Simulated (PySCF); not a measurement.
## Quadrupolar nuclei of `O=C1CCSC[C@@H]1C(F)(F)F` in NMR

Compound: C₆H₇F₃OS.
Cartesian coordinates in Å at the GFN2-xTB level; atoms count from 1:
```xyz
18
C6H7F3OS angstrom
O     -0.0851    1.1349   -1.8429
C      0.2346    0.7956   -0.7390
C      1.6667    0.7379   -0.2634
C      2.0685   -0.6991    0.0659
S      1.0920   -1.3432    1.4552
C     -0.5306   -1.1421    0.6742
C     -0.7776    0.3281    0.3120
C     -2.2084    0.4927   -0.1969
F     -2.4974    1.7593   -0.5037
F     -3.0951    0.1225    0.7475
F     -2.4708   -0.2576   -1.2691
H      1.7819    1.3575    0.6278
H      2.3097    1.1269   -1.0552
H      1.9224   -1.3550   -0.7929
H      3.1100   -0.7445    0.3783
H     -0.5776   -1.7699   -0.2173
H     -1.2696   -1.4861    1.3977
H     -0.6823    0.9484    1.2099
```

Computed at PBE0/pcSseg-1 (PySCF, non-relativistic):

| atom | environment | nucleus | spin I | Q (b) | CQ = χzz (MHz) | η |
| --- | --- | --- | --- | --- | --- | --- |
| O1 | ketone oxygen | 17O | 5/2 | -0.0256 | 12.333 | 0.553 |
| S5 | sulfide sulfur | 33S | 3/2 | -0.0678 | 49.393 | 0.569 |

**Question.** Which field gradients stand behind these couplings (CQ in MHz = 234.96 × Q in b × Vzz in au)?

**Answer.** The tensor is traceless, so η fixes the two smaller values:

```tsv
atom	Vxx (au)	Vyy (au)	Vzz (au)	Vzz (10²¹ V/m²)
O1	0.458	1.593	-2.050	-19.92
S5	0.667	2.433	-3.101	-30.13
```

**Question.** At 18.8 T, set νQ = 3|CQ|/[2I(2I − 1)] beside the Larmor frequency (|g| × 7.62259 MHz/T × B; g(17O) = −0.75752, g(33S) = 0.42921), and give PQ = |CQ|√(1 + η²/3).

**Answer.** 
```json
{"atom": "O1", "PQ (MHz)": "12.95", "νQ (MHz)": "1.850", "ν0 (MHz)": "108.56", "νQ/ν0": "0.017"}
{"atom": "S5", "PQ (MHz)": "51.99", "νQ (MHz)": "24.70", "ν0 (MHz)": "61.51", "νQ/ν0": "0.402"}
```

For O1: PQ = 12.33 × 1.0498, νQ = 12.33 × 0.1500, ν0 = 5.7742 MHz/T × 18.8 T.

For S5 νQ isn't small against ν0, so the high-field expansions of solid-state NMR fail there at this field.

**Question.** Second-order quadrupolar shift of the central transition's centre of gravity (half-integer spins, νQ < ν0/10) at 18.8, 23.5 and 28.2 T.

**Answer.** From −(3/40)(PQ/ν0)²[I(I + 1) − 3/4]/[I(2I − 1)]², which goes as 1/B² (ppm):

| site | 18.8 T | 23.5 T | 28.2 T |
| --- | --- | --- | --- |
| 17O at O1 | -85.4 | -54.6 | -37.9 |

**Question.** Quadrupolar 1/T1 and linewidth for τc = 8 ps (extreme narrowing, isotropic tumbling)?

**Answer.** 1/T1 = 1/T2 = (3π²/10)(2I + 3)/[I²(2I − 1)] × PQ² × τc; the width is 1/(πT2).

| site | spin factor (2I + 3)/[I²(2I − 1)] | 1/T1 (s⁻¹) | T1 (ms) | linewidth (Hz) |
| --- | --- | --- | --- | --- |
| 17O at O1 | 0.320 | 1270 | 0.787 | 404 |
| 33S at S5 | 1.333 | 85400 | 0.0117 | 27200 |

Solvent, lattice and vibrations would change these gradients. One conformer (not necessarily the lowest) at the GFN2-xTB geometry, without solvent, vibrations or thermal averaging. GFN2-xTB bond lengths can be off by several hundredths of an ångström, more for odd bonds, and the gradients follow them. A larger basis could move these couplings by a tenth or more.
